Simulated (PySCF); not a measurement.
[SmCl4]− at several levels of theory

Computed with PySCF 2.14.0 (density fitting, no spin-orbit coupling) at the geometry relaxed with PBE0:

```xyz
5
[SmCl4]− (singlet in the valence; each metal's 4f electrons, 5 of them, lie in its core potential, out of spins and levels)
Sm    0.0000    0.0000    0.0000
Cl    1.4918    1.4918    1.4918
Cl   -1.4918   -1.4918    1.4918
Cl    1.4918   -1.4918   -1.4918
Cl   -1.4918    1.4918   -1.4918
```

```json
{"level": "PBE0", "basis": "Sm lcecp-1-SVP with ECP51, Cl def2-SVP", "state": "singlet", "HOMO (eV)": "-4.53", "gap (eV)": "7.79", "charge on Sm1 (e)": "0.76", "population of f-type functions on Sm1 (polarisation alone where 4f lies in the core)": "0.06", "dipole about the centre of mass (D)": "0.00", "largest force component (eV/Å)": "0.00"}
{"level": "TPSSh", "basis": "the same", "state": "singlet", "HOMO (eV)": "-3.82", "gap (eV)": "6.94", "charge on Sm1 (e)": "0.79", "population of f-type functions on Sm1 (polarisation alone where 4f lies in the core)": "0.05", "dipole about the centre of mass (D)": "0.00", "largest force component (eV/Å)": "0.08"}
{"level": "PBE0", "basis": "Sm lcecp-1-TZVP with ECP51, Cl def2-TZVP", "state": "singlet", "HOMO (eV)": "-4.80", "gap (eV)": "7.94", "charge on Sm1 (e)": "1.32", "population of f-type functions on Sm1 (polarisation alone where 4f lies in the core)": "0.08", "dipole about the centre of mass (D)": "0.00", "largest force component (eV/Å)": "0.02"}
```

In the lcecp rows the 4f levels are missing from HOMO and gap, and the state counts the valence alone.

Charges are Mulliken's, which hang on the basis. The relaxation used the grid (50, 194), these runs (75, 302) or, all-electron (x2c bases, spin-free X2C Hamiltonian), (99, 590).

Task: What does wB97X with Sm lcecp-1-SVP with ECP51, Cl def2-SVP give here?

Result: state singlet, HOMO (eV) -6.91, gap (eV) 11.67, charge on Sm1 (e) 0.77, population of f-type functions on Sm1 (polarisation alone where 4f lies in the core) 0.06, dipole about the centre of mass (D) 0.00, largest force component (eV/Å) 0.04. Time: 19 s on 2 threads of Intel(R) Xeon(R) Platinum 8259CL CPU @ 2.50GHz (Skylake/Cascade Lake), with other jobs on the host, from an already converged density.

In the first row's basis the gap widens with exact exchange: 6.9 to 7.8 eV for TPSSh, PBE0 (a fixed share); 11.7 eV for wB97X (rising or full at long range).

An lcecp potential fixes the number of 4f electrons, so in runs with it no electron can move into or out of that shell.
